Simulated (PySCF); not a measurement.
Spin states of HgS⁺

Unrestricted PBE0; basis Hg def2-SVP with ECP60, S def2-SVP; scalar-relativistic core potentials; PySCF 2.14. Outer shells of the fragments: Hg 5d10 6s2; S+ 3s2 3p3.

Followed along the bond (rough minima from three points):

```tsv
2Ms+1	unpaired	⟨S²⟩ at the start	R at minimum (Å)	Te (eV)
2	π ↑	0.76	2.35	0.00
4	σ ↑, π ↑↑	3.76	2.85	0.23
2	σ ↓, π ↑↑	1.76	2.85	0.55
2	σ ↑, π ↑↓	1.76	2.84	0.84
```

Solutions found at the starting distance of 2.460 Å, counted from the lowest of them; the search is not exhaustive and high or unbound solutions are not listed, so other states can lie among these:

```
2Ms+1       unpaired   term  E (eV)  ⟨S²⟩  ⟨Lz²⟩  μ (D)
    2            π ↑     ²Π    0.00  0.76   1.01  -0.12
    4      σ ↑, π ↑↑    ⁴Σ⁻    0.42  3.76   0.00   3.70
    2      σ ↓, π ↑↑  mixed    0.75  1.76   0.00   3.42
    2      σ ↑, π ↑↓  mixed    1.03  1.76   2.02   3.53
    4      σ ↑↑, π ↑     ⁴Π    2.43  3.75   1.01   1.15
    2            σ ↑  mixed    2.45  0.75   2.00   3.44
    2            π ↑     ²Π    5.58  0.81   1.01   7.63
    4          π ↑↑↑     ⁴Π    6.10  3.76   1.00   4.63
    4  σ ↑, π ↑, δ ↑  mixed    7.24  3.76   4.99  -0.29
```

A term symbol is given only where ⟨S²⟩ and ⟨Lz²⟩ are close to those of a pure state; real π, δ and φ orbitals otherwise mix terms. A positive dipole points towards S; it is taken about the centre of mass and depends on that origin.

Task: Compare the gap between the two lowest followed solutions at the starting distance with the gap between their minima.

Result: At PBE0 the second solution (quartet, unpaired electrons σ ↑, π ↑↑) lies +0.42 eV from the first (doublet, unpaired electrons π ↑) at 2.460 Å and +0.23 eV at the minima; the two curves relax by different amounts, since their minima lie near 2.85 and 2.35 Å.

Spin–orbit coupling is left out. Counting both spins, an empty level lies below a filled one in some of these solutions, because spin and occupation are held.
